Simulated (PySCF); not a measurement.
How methods differ on the excitation energy of Al⁺

Al⁺ [Ne] 3s2 (1S) → Al⁺ [Ne] 3p2 (3P), as a difference of total energies. All numbers are calculated (PySCF 2.14, scalar relativity by spin-free X2C-1e, in x2c-TZVPPall (5s5p3d1f, 42 functions)). Correlated levels: valence and next inner shell: 1s2 frozen. The calculations carry no spin-orbit coupling.

Q: Order these methods by the excitation energy they give, lowest first.
A. MP2 (valence and next inner shell)
B. CCSD(T) (valence and next inner shell)
C. CCSD (valence and next inner shell)
D. UHF

A: D (10.746 eV), A (11.528 eV), C (11.674 eV), B (11.701 eV).

Errors of the correlated levels include the incompleteness of this basis and the frozen core.

The basis was made for the ground configuration and has no added diffuse functions, so the excitation energy can come out too high.

For comparison: 11.680 eV (measured; NIST levels, between the centres of gravity of the two terms).
